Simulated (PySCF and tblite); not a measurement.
Values are calculated unless marked as measured or tabulated.
C4H3F3OS, numbered as in [O:1]=[S@:2]1[CH:3]=[CH:4][C:5]([F:6])([F:7])[C@@H:8]1[F:9].

Level: PBE0-D3(BJ)/pcSseg-1//GFN2-xTB, thermal terms from GFN2-xTB, symmetry numbers and mirror pairs counted. Conformers within 2.5 kcal/mol (GFN2-xTB free energy) were kept, 4 at most. GIAO shieldings: PBE0/pcSseg-1. Shifts are against TMS (¹H), TMS (¹³C), CFCl3 (¹⁹F) at the same level. (PySCF 2.14, tblite 0.8.)

The 5-ring runs over atoms 2–3–4–5–8.

```
conformer                                                 shape  symmetry  E(GFN2) kcal/mol  E(DFT) kcal/mol
        1  5-ring envelope (ring torsions 1, -15, 21, -17, 10°)        C1              0.22             0.00
        2  5-ring envelope (ring torsions 2, 13, -21, 19, -13°)        C1              0.00             0.89
```

(1) How much do the weights at 298.15 K and the averaged shift of C8 depend on how the conformers are weighted?

## Answers

(1) 
```csv
weighting,1 (%),2 (%),δ (ppm),rms dipole (D)
"DFT energy with thermal terms, symmetry and mirror images (full scheme)",84,16,126.0,2.77
DFT energy with symmetry and mirror images,82,18,125.6,2.77
bare DFT energy,82,18,125.6,2.77
GFN2-xTB energy with symmetry and mirror images,41,59,119.1,2.68
GFN2-xTB free energy,45,55,119.7,2.69
leading conformer alone,100,0,128.6,2.81
equal weights,50,50,120.5,2.70
```

The largest departure from the full scheme, 7.0 ppm, comes with: GFN2-xTB energy with symmetry and mirror images.


Conformer gaps in pcSseg-1 on xTB geometries can be 2 kcal/mol off for S=O, P=O and other polar bonds.